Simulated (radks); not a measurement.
Numerical settings for the ruthenium ion Ru2+, [Kr] 4d6. All-electron calculation, scalar-relativistic Kohn-Sham, r2SCAN, spin-polarised, spherical densities, finite nucleus; open shells are filled with parallel spins first (spin-orbit coupling, left out, can overturn this in heavy ions); meta-GGA in the generalised Kohn-Sham scheme; Fermi nuclear charge, rms radius 4.4809 fm. Program: a radial shooting solver on a logarithmic mesh with Libxc functionals. The defaults (mesh step 0.008 in ln r, mesh end at 40 bohr or more with all orbitals vanishing there, Anderson mixing 0.5 over 9 steps, residual threshold near 1e-9 with the energy settled to 1e-9 hartree or 1e-11 of itself, here a cap of 72 iterations) give E = -4530.515 hartree and 4d at -21.687 eV in 12 iterations. Run on one thread of a shared host, so times are rough (Arm Neoverse N1): 0.23 s of CPU time, 0.23 s wall, 12 iterations on 2198 mesh points. Changes against that run (0 stands for a change within the tolerance of the run):

setting                    iterations         converged  E (mhartree)  e(4d) (meV)  CPU (s)
mesh step in ln r 0.05             10               yes         -2.66        +3.11     0.05
mesh step in ln r 0.005            14               yes             0            0     0.39
mesh step in ln r 0.02             11               yes             0      -0.0132      0.1
mesh end (bohr) 12                 12               yes             0            0     0.22
mesh end (bohr) 2                  12  level above zero     +5.84e+03    +4.02e+04     0.17
residual threshold 0.01            10               yes             0      +0.0998      0.2
residual threshold 0.001           10               yes             0      +0.0998      0.2
mixing 2.5                         17               yes             0      +0.0408      0.3
linear mixing, mixing 1            23                no      diverged            -     0.54
linear mixing, mixing 0.8          28                no      diverged            -     0.48
mixing history 20                  12               yes             0      +0.0161     0.22
iteration cap 8                     8                no             0       +0.497     0.15

Settled on a wrong energy, with an occupied level pushed above zero by the early mesh end: mesh end (bohr) 2 (+5.84 hartree). Apart from these: settings that end as converged yet miss the energy by more than 1 mhartree: mesh step in ln r 0.05 (-0.00266 hartree). A mesh that ends early acts as a hard wall.
